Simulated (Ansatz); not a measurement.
Input for Ansatz (an electronic-structure program): R-r2SCANh/def2-TZVPP on H2Hf (SMILES [HfH2]), 2S+1 = 1, a spin state set in the input, which need not be the lowest. Elements past Kr take the def2 small-core potentials; no spin–orbit coupling.

Ansatz 0.2 input:
```yaml
crystal:
  periodic: [false, false, false]
  atoms:
    - {symbol: Hf, position_ang: [0.34544301, 0.09260450, 0.38416694]}
    - {symbol: H, position_ang: [0.06613724, -1.64009144, -0.14579458]}
    - {symbol: H, position_ang: [-0.44474898, 1.59485854, -0.30879198]}
basis:
  gaussian:
    orbitals: def2-TZVPP
hamiltonian:
  xc: {name: r2SCANh}
```

Task: Predict the final total energy.

Result: -49.0595 hartree.
